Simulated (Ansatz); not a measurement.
`C[O][Ga]([CH3])[Cl]` + H₂ → `C[O][GaH][CH3]` + HCl  (hydrogenolysis of a Ga–Cl bond)

Gas-phase electronic energies from Ansatz, PBE0-D4/def2-TZVP geometries. CCSD(T)/CBS is the MP2 limit (def2-TZVPP, def2-QZVPP) plus CCSD(T) − MP2 in def2-TZVPP, frozen cores. This one scheme is used for every species. DFT in def2-TZVPP. For Ga outer-core shells are correlated without core-valence functions, which leaves a few kJ/mol of doubt a bond. Scalar relativity is left out up to krypton. Each species was taken in one conformer, which may not be the lowest.

```tsv
level	ΔE (kJ/mol)
B97M-V	99.4
r2SCAN	109.9
CAM-B3LYP	98.4
MP2/CBS(def2)	116.1
```

Task: What does CCSD(T)/CBS give? (An estimate is asked.)

Result: The calculation gave: +107.7 kJ/mol. The listed levels differ from it by -8.3, 2.2, -9.3, 8.4 kJ/mol.

Largest T1 diagnostic among the species: 0.014.

The D4 term adds +5.8 kJ/mol with B3LYP and +3.3 kJ/mol with PBE0; it sums over pairs of atoms, weighted by their polarisabilities, and B3LYP, whose exchange is more repulsive, gets the larger term. From BLYP to BHLYP (50 % exact exchange), in def2-TZVPP and without D4, ΔE moves by +4.2 kJ/mol. Leaving LDA and LC-ωPBE aside and taking each functional with its dispersion term where it has one, the values, not all of them listed here, spread over 11.5 kJ/mol, from B97M-V to r2SCAN-D4. LDA lies −5.5 kJ/mol from PBE without D4.

B3LYP here is the variant with VWN-RPA as its local correlation; programs differ in this.
